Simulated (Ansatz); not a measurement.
Z-matrix (Å, degrees):
```
B
Cl 1 2.109
C 1 1.558 2 60.1
H 1 1.194 2 106.8 3 -112.2
H 1 1.190 2 107.9 3 114.2
C 3 1.495 1 123.8 2 -103.4
Cl 3 1.748 1 118.9 2 104.5
H 6 1.090 3 110.0 1 30.4
H 6 1.093 3 107.7 1 -87.9
H 6 1.091 3 112.0 1 153.1
```

The species carries charge 0 and has multiplicity 1.

Problem. List the r2SCAN/def2-TZVPP orbital energies in eV (the Gaussian-basis code of Ansatz). (Best estimate.)

Solution. The calculation gave: Occupied: -2754.33, -2753.86, -276.41, -273.73, -255.67, -255.22, -194.26, -194.09, -194.01, -193.83, -193.59, -193.57, -180.42, -24.03, -21.94, -19.73, -16.14, -13.44, -12.29, -11.89, -10.92, -10.37, -9.40, -9.02, -8.82, -8.16, -7.90, -7.37. Lowest empty: -1.82, -0.82, -0.11, 1.41, 2.40, 2.92, 2.94, 3.20.
